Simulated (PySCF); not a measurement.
Ligands exchanged one at a time, Ga Br-CH3. Gas-phase values, no solvent. Strings in code marks are SMILES.

The dipole moment from two functionals at the same geometries (ωB97X-D3(BJ)/def2-TZVP), both in PySCF: PBE-D3(BJ)/def2-TZVP and ωB97X-D3(BJ)/def2-TZVP. 

```tsv
species	PBE-D3(BJ)/def2-TZVP (D)	ωB97X-D3(BJ)/def2-TZVP (D)
1 of 3 Br replaced by CH3 (`[CH3][Ga]([Br])[Br]`)	2.45	2.54
2 of 3 Br replaced by CH3 (`[CH3][Ga]([CH3])[Br]`)	2.71	2.87
3 of 3 Br replaced by CH3	0.00	0.00
```

Over these rows, drawn at random from the members with no instability flagged (it was tested for open shells, ions and some series alone), PBE minus ωB97X-D3(BJ): mean -0.08 D, from -0.16 D to 0.00 D.
